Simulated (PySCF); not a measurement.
Electron correlation in Ag²⁺ (silver, charge +2)

[Kr] 4d9, 2D determinant. Computed with PySCF 2.14 in ANO-RCC-VTZP (7s6p4d2f1g, 68 functions), with the spin-free X2C one-electron Hamiltonian (Gaussian nucleus). Frozen: [Kr]; 9 electrons correlated.

```tsv
level	correlation energy (mhartree)
CCSD	-226.79
(T)	-5.73
CCSD(T)	-232.52
```

Diagnostics: T1 = 0.0043, D1 = 0.0066, largest double amplitude 0.021.

Is a single reference adequate?

Yes, within this model without spin-orbit coupling: T1 lies below 0.03 and no double amplitude reaches 0.07.
